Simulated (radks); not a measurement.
Values are calculated unless marked as measured or tabulated.
Numerical settings for neutral neodymium, [Xe] 4f4 6s2. Code: a radial shooting solver on a logarithmic mesh with Libxc functionals. Model: Dirac Kohn-Sham, PBE, spin-unpolarised, spherical densities, point nucleus; open shells fill j = l - 1/2 first. The defaults (mesh step 0.008 in ln r, mesh end at 40 bohr or more with all orbitals vanishing there, Anderson mixing 0.5 over 9 steps, residual threshold near 1e-9 with the energy settled to 1e-9 hartree or 1e-11 of itself, here a cap of 71 iterations) give E = -9629.9089 hartree and 4f5/2 at -1.839 eV in 15 iterations. Run on one thread of a shared host, so times are rough (Arm Neoverse V1): 0.18 s of CPU time, 0.18 s wall, 15 iterations on 2728 mesh points. Changes against that run (0 stands for a change within the tolerance of the run):

setting	iterations	converged	E (mhartree)	e(4f5/2) (meV)	CPU (s)
mesh step in ln r 0.08	4	no	diverged	-	0.02
mesh step in ln r 0.2	2	no	diverged	-	0.02
mesh step in ln r 0.02	15	yes	+0.000364	0	0.08
mesh end (bohr) 3	13	level above zero	+4.41e+03	+2.33e+04	0.12
mesh end (bohr) 20	15	yes	0	+0.055	0.17
residual threshold 0.01	9	yes	0	+3.36	0.13
residual threshold 0.001	9	yes	0	+3.36	0.13
mixing 2.5	20	yes	0	0	0.24
linear mixing, mixing 0.8	71	no	+1.38e+04	+1.84e+03	1.7
linear mixing, mixing 0.2	71	no	0	0	0.58
mixing history 2	22	yes	0	0	0.24
iteration cap 5	5	no	+0.0365	+82.1	0.07

Settled on a wrong energy, with an occupied level pushed above zero by the early mesh end: mesh end (bohr) 3 (+4.41 hartree). Apart from these: no run marked as converged misses the energy by more than 1 mhartree. A mesh that ends early acts as a hard wall.
